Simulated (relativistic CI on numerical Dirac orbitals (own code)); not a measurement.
## Electric-dipole lines of Ce34+

Calculated at this level of theory: Dirac-Coulomb-Breit CI, separate exchange-only KLI orbitals for each configuration, a model potential for QED, unscaled Slater integrals (own radial code, finite nucleus).

CI space (outside the closed core [Ne]): 3s²3p⁶3d⁶, 3s²3p⁵3d⁷, 3s²3p⁴3d⁸, 3s3p⁶3d⁷, 3p⁶3d⁸, 3s3p⁵3d⁸, 3s²3p⁶3d⁵4s, 3s²3p⁶3d⁵4p, 3s²3p⁶3d⁵4d, 3s²3p⁴3d⁷4s, 3s²3p⁵3d⁶4s, 3s²3p⁶3d⁵4f, 3s²3p⁶3d⁴4s², 3s3p⁶3d⁶4s, 3p⁶3d⁷4s, 3s²3p⁶3d⁵5s. Levels of other configurations are missing.

| λ vac (nm) | Lower | Upper | A (s⁻¹) | log gf | S velocity/length |
| --- | --- | --- | --- | --- | --- |
| 3.3817 | 3s²3p⁶3d⁶ ³H5 [19] | 3s²3p⁵3d⁷ ³F°4 [130] | 9.91e+11 | 0.18 | 0.71 |
| 3.3890 | 3s²3p⁶3d⁶ ¹I6 [21] | 3s²3p⁵3d⁷ ³G°5 [133] | 2.09e+12 | 0.60 | 0.69 |
| 3.3948 | 3s²3p⁶3d⁶ ³G5 [7] | 3s²3p⁵3d⁷ ³H°5 [114] | 2.27e+11 | -0.37 | 0.81 |
| 3.3961 | 3s²3p⁶3d⁶ ³H6 [8] | 3s²3p⁵3d⁷ ³H°5 [114] | 8.35e+11 | 0.20 | 0.69 |
| 3.3981 | 3s²3p⁶3d⁶ ³G4 [12] | 3s²3p⁵3d⁷ ³G°3 [128] | 6.23e+11 | -0.12 | 0.73 |
| 3.4515 | 3s²3p⁶3d⁶ ¹G4 [25] | 3s²3p⁵3d⁷ ³D°3 [131] | 1.05e+12 | 0.12 | 0.74 |
| 3.4631 | 3s²3p⁶3d⁶ ¹G4 [29] | 3s²3p⁵3d⁷ ³D°3 [140] | 1.54e+12 | 0.29 | 0.74 |
| 3.4644 | 3s²3p⁶3d⁶ ³F3 [31] | 3s²3p⁵3d⁷ ³P°2 [142] | 1.47e+12 | 0.12 | 0.76 |
| 3.4649 | 3s²3p⁶3d⁶ ³G5 [7] | 3s²3p⁵3d⁷ ³G°5 [109] | 2.77e+11 | -0.26 | 0.85 |
| 3.4661 | 3s²3p⁶3d⁶ ⁵D3 [4] | 3s²3p⁵3d⁷ ³F°4 [107] | 3.40e+11 | -0.26 | 0.90 |
| 3.4662 | 3s²3p⁶3d⁶ ³H6 [8] | 3s²3p⁵3d⁷ ³G°5 [109] | 1.13e+12 | 0.35 | 0.70 |
| 3.4725 | 3s²3p⁶3d⁶ ³F4 [28] | 3s²3p⁵3d⁷ ¹F°3 [135] | 9.34e+11 | 0.07 | 0.76 |
| 3.4989 | 3s²3p⁶3d⁶ ³G4 [12] | 3s²3p⁵3d⁷ ³F°3 [118] | 7.95e+11 | 0.01 | 0.73 |
| 3.5027 | 3s²3p⁶3d⁶ ¹G4 [29] | 3s²3p⁵3d⁷ ¹G°4 [138] | 1.01e+12 | 0.22 | 0.83 |
| 3.5027 | 3s²3p⁶3d⁶ ⁵D4 [6] | 3s²3p⁵3d⁷ ³F°4 [107] | 4.96e+11 | -0.09 | 0.83 |
| 3.5509 | 3s²3p⁶3d⁶ ³F3 [17] | 3s²3p⁵3d⁷ ³D°2 [116] | 9.44e+11 | -0.05 | 0.76 |
| 3.5584 | 3s²3p⁶3d⁶ ³G5 [7] | 3s²3p⁵3d⁷ ³F°4 [107] | 8.37e+11 | 0.16 | 0.69 |
| 3.6054 | 3s²3p⁶3d⁶ ¹I6 [21] | 3s²3p⁵3d⁷ ¹I°6 [119] | 6.56e+11 | 0.22 | 0.79 |
| 3.6659 | 3s²3p⁶3d⁶ ³H5 [19] | 3s²3p⁵3d⁷ ³F°4 [111] | 5.05e+11 | -0.04 | 0.70 |
| 3.6679 | 3s²3p⁶3d⁶ ³F4 [18] | 3s²3p⁵3d⁷ ⁵F°3 [108] | 5.76e+11 | -0.09 | 0.72 |
| 4.2688 | 3s²3p⁶3d⁶ ⁵D4 [1] | 3s²3p⁵3d⁷ ³F°4 [58] | 1.08e+11 | -0.58 | 0.83 |
| 4.2696 | 3s²3p⁶3d⁶ ⁵D4 [6] | 3s²3p⁵3d⁷ ³F°3 [74] | 5.36e+11 | 0.01 | 0.66 |
| 4.3120 | 3s²3p⁶3d⁶ ³F3 [10] | 3s²3p⁵3d⁷ ³G°3 [85] | 2.95e+11 | -0.24 | 0.84 |
| 4.3183 | 3s²3p⁶3d⁶ ³G5 [7] | 3s²3p⁵3d⁷ ³F°4 [79] | 6.60e+11 | 0.22 | 0.65 |
| 4.3486 | 3s²3p⁶3d⁶ ³P2 [2] | 3s²3p⁵3d⁷ ³P°1 [57] | 6.59e+11 | -0.25 | 0.79 |
| 4.3612 | 3s²3p⁶3d⁶ ⁵D4 [1] | 3s²3p⁵3d⁷ ⁵P°3 [52] | 8.22e+11 | 0.21 | 0.69 |
| 4.3815 | 3s²3p⁶3d⁶ ³D3 [20] | 3s²3p⁵3d⁷ ³D°2 [95] | 5.57e+11 | -0.10 | 0.72 |
| 4.3885 | 3s²3p⁵3d⁷ ³H°6 [44] | 3s3p⁶3d⁷ ³G5 [177] | 6.66e+11 | 0.33 | 0.73 |
| 4.3906 | 3s²3p⁶3d⁶ ⁵D3 [4] | 3s²3p⁵3d⁷ ⁵D°2 [65] | 4.71e+11 | -0.17 | 0.75 |
| 4.3995 | 3s²3p⁵3d⁷ ⁵G°6 [35] | 3s²3p⁴3d⁸ ³G5 [152] | 5.49e+11 | 0.24 | 0.82 |
| 4.4012 | 3s²3p⁶3d⁶ ³G5 [7] | 3s²3p⁵3d⁷ ³G°5 [72] | 1.98e+11 | -0.20 | 0.77 |
| 4.4032 | 3s²3p⁶3d⁶ ³H6 [8] | 3s²3p⁵3d⁷ ³G°5 [72] | 4.52e+11 | 0.16 | 0.64 |
| 4.4079 | 3s²3p⁶3d⁶ ⁵D4 [1] | 3s²3p⁵3d⁷ ³G°4 [50] | 1.61e+11 | -0.38 | 0.80 |
| 4.4223 | 3s²3p⁶3d⁶ ¹I6 [21] | 3s²3p⁵3d⁷ ³G°5 [94] | 5.04e+11 | 0.21 | 0.61 |
| 4.4615 | 3s²3p⁶3d⁶ ⁵D4 [1] | 3s²3p⁵3d⁷ ⁵D°4 [47] | 2.65e+11 | -0.15 | 0.82 |
| 4.4848 | 3s²3p⁶3d⁶ ³G4 [12] | 3s²3p⁵3d⁷ ¹G°4 [81] | 3.55e+11 | -0.02 | 0.81 |
| 4.4998 | 3s²3p⁶3d⁶ ⁵D3 [4] | 3s²3p⁵3d⁷ ⁵D°3 [59] | 4.16e+11 | -0.05 | 0.78 |
| 4.5357 | 3s²3p⁶3d⁶ ⁵D4 [1] | 3s²3p⁵3d⁷ ⁵F°4 [43] | 1.94e+11 | -0.27 | 0.83 |
| 4.5475 | 3s²3p⁶3d⁶ ³H6 [8] | 3s²3p⁵3d⁷ ³H°6 [64] | 5.37e+11 | 0.34 | 0.74 |
| 4.5771 | 3s²3p⁶3d⁶ ⁵D4 [6] | 3s²3p⁵3d⁷ ³F°4 [58] | 3.66e+11 | 0.01 | 0.80 |
| 4.5777 | 3s²3p⁶3d⁶ ³P2 [2] | 3s²3p⁵3d⁷ ³D°3 [45] | 1.88e+11 | -0.38 | 0.86 |
| 4.6281 | 3s²3p⁶3d⁶ ³P2 [2] | 3s²3p⁵3d⁷ ³D°2 [42] | 3.70e+11 | -0.23 | 0.75 |
| 4.6316 | 3s²3p⁵3d⁷ ³H°6 [64] | 3s²3p⁴3d⁸ ³H6 [189] | 5.33e+11 | 0.35 | 0.89 |
| 4.7414 | 3s²3p⁶3d⁶ ³G5 [7] | 3s²3p⁵3d⁷ ³H°5 [55] | 1.25e+11 | -0.33 | 0.81 |
| 4.8548 | 3s²3p⁶3d⁶ ⁵D4 [1] | 3s²3p⁵3d⁷ ⁵F°5 [38] | 1.59e+11 | -0.21 | 0.88 |

Terms are leading LS components. Brackets give the number of a level in order of energy, since labels repeat. The list gives strong lines, with weight on those to low levels, among the lowest 200 of 2582 levels, so that lines to higher ones, which can be the strongest, are missing. Levels whose partners in the same complex of configurations lie outside the list can be far off, and so can their lines. Rates are taken at the computed energies, electric ones in the length gauge. A velocity-to-length ratio far from 1 marks an uncertain rate.

At this charge energies of transitions that change n are usually good to better than 1 %, and those within a shell (Δn = 0) to a few per cent. Terms inside the open d or f shell come out 10 to 20 % too wide with unscaled integrals.

LS names give the leading component of a level, which can be under half, so a name can repeat, a term be missing and a line seem to break the LS rules.
